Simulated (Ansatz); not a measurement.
Harmonic frequencies (cm⁻¹) at PBE0-D4/def2-TZVP from Ansatz: 46, 84, 158, 222, 250, 304, 335, 412, 525, 556, 588, 720, 799, 883, 943, 1116, 1156, 1194, 1216, 1227, 1319, 1348, 1395, 1402, 1433, 3088, 3096.

Each molecule was computed in one conformer, which needn't be the lowest.

**Question.** Which molecule is it?
A. `FC(F)C(F)(F)C(F)F`
B. `FC(F)C(F)C(F)(F)F`
C. `FC(F)(F)CC(F)(F)F`
D. `FCC(F)(F)C(F)(F)F`

**Answer.** B.
